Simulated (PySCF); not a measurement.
**How methods differ on the ionisation energy of Tl³⁶⁺**

Tl³⁶⁺ [Kr] 4d9 (2D) → Tl³⁷⁺ [Kr] 4d8 (3F), as a difference of total energies. Calculation: PySCF 2.14, in an uncontracted even-tempered set (19 s from 3.3 bohr⁻², ratio 2.5; 14 p from 4.3 bohr⁻², ratio 2.5; 9 d from 4.3 bohr⁻², ratio 2.5; 4 f from 23 bohr⁻², ratio 2.7; 3 g from 35 bohr⁻², ratio 2.7); the spin-free X2C one-electron Hamiltonian (Gaussian nucleus). Correlated levels: outer shells: [Ar] 3d10 frozen; virtual orbitals above 40 to 60 times the deepest correlated orbital energy dropped. The calculations carry no spin-orbit coupling.

| method | ionisation energy (eV) |
| --- | --- |
| UHF | 1691.6 |
| LDA | 1693.3 |
| PBE | 1693.0 |
| PBE0 | 1693.2 |
| r2SCAN | 1692.9 |
| MP2 (outer shells) | 1692.3 |
| SCS-MP2 (outer shells) | 1692.1 |

Spin-orbit coupling is strong in these open shells (close to jj coupling). The scalar numbers leave it out and a first-order estimate fails, so it can dominate the gap to the real levels.

Breit and QED terms and the two-electron picture change are absent.

For comparison: 1681 ± 5 eV (theoretical estimate listed by NIST; NIST Atomic Spectra Database, ionization energies).
